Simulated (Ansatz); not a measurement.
ammonium (SMILES [NH4+]) moved off its minimum; all values from Ansatz (a quantum-chemistry and plane-wave program), cores frozen in correlated methods.
(charge 1, multiplicity 1)
```xyz
5

N      0.29399     0.10783    -0.10310
H     -0.72860    -0.30598    -0.70394
H      0.11737     0.99354    -0.03616
H     -0.35412    -0.21364     0.82298
H      0.93156    -0.37313    -0.21247
```

Question: Give the forces (eV/Å), the total energy and the dipole at CCSD(T)/aug-cc-pVTZ.

Answer: 
```csv
atom,Fx,Fy,Fz
N1,-23.330,1.107,4.013
H2,4.210,1.398,0.937
H3,0.593,7.277,-0.299
H4,3.006,0.542,-1.919
H5,15.521,-10.324,-2.732
```
Energy -56.6796 hartree.
